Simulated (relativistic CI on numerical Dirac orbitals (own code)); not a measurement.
Spin-allowed bands of a d2 ion in a tetrahedral site, by hand

Problem. Take Δ = 3200 cm⁻¹ and B = 870 cm⁻¹ for a d2 ion in a tetrahedral site. Calculate the three spin-allowed bands.

Working.
1. The terms of highest spin are 3F (energy 0) and 3P (15B = 13050 cm⁻¹). Here the F term splits into A2 at −1.2Δ = -3840, T2 at −0.2Δ = -640 and T1 at +0.6Δ = 1920 cm⁻¹.
2. The two T1 states mix through the element 0.4Δ: H = [[1920, 1280], [1280, 13050]], with roots ½(H₁₁ + H₂₂) ∓ ½√[(H₂₂ − H₁₁)² + 4H₁₂²] = ½(14970) ∓ ½(11421) = 1775 and 13195 cm⁻¹.
3. The ground term is 3A2 at -3840 cm⁻¹.
4. Bands: 3T2 3200 cm⁻¹ (3125 nm), 3T1(F) 5615 cm⁻¹ (1781 nm), 3T1(P) 17035 cm⁻¹ (587 nm).

Check. Exact diagonalisation of the whole d2 shell with these parameters gives 3T2 3200, 3T1 5615, 3T1 17035 cm⁻¹. The match is exact, since without spin-orbit coupling no other term has this spin. The ratio of the second band to the first, 1.755, depends on Δ/B = 3.7 alone, which is how a Tanabe-Sugano diagram is read.
